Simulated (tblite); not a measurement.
Problem. Give a GFN2-xTB geometry of InChI=1S/C4H6N2OSi/c1-4(2-5)6-8-3-7/h3H,8H2,1H3/b6-4-.

Solution. 
```
atom  x, y, z in Å
C1    -2.286   -0.267    0.713
C2    -1.100    0.049   -0.141
C3    -1.329   -0.012   -1.553
N4    -1.486   -0.049   -2.688
N5     0.019    0.354    0.355
Si6    1.590    0.745   -0.191
C7     2.633   -0.589    0.720
O8     3.698   -0.972    0.314
H9    -3.096    0.429    0.492
H10   -2.013   -0.192    1.761
H11   -2.646   -1.272    0.494
H12    1.836    2.025    0.469
H13    1.939    0.734   -1.608
H14    2.241   -0.982    1.682
```

Orientation and origin are arbitrary. Atoms count from 1 in this order. The C–N distances run from 1.146 Å (C3≡N4, drawn triple) to 1.262 Å (C2=N5, drawn double), a spread of 0.116 Å. The 2 C–C bonds span 1.432 Å (C2–C3, drawn single) to 1.495 Å (C1–C2, drawn single), a spread of 0.063 Å. Si6 (SiH2 silicon) is distorted tetrahedral (angles from 100.9° to 121.9°).

Bonds between heavy atoms (Å): C1–C2 1.495, C2–C3 1.432, C3≡N4 1.146, C2=N5 1.262, N5–Si6 1.708, Si6–C7 1.923, C7=O8 1.202.

Structure optimised with GFN2-xTB, isolated species.

Point group: C1 (no symmetry element, even within 0.4 Å). Its GFN2-xTB frequencies are all real (lowest 35 cm⁻¹). The numbers are those of one conformer (C2–N5–Si6–C7 -123°, N5–Si6–C7–O8 155°).

All values are computed, not measured.
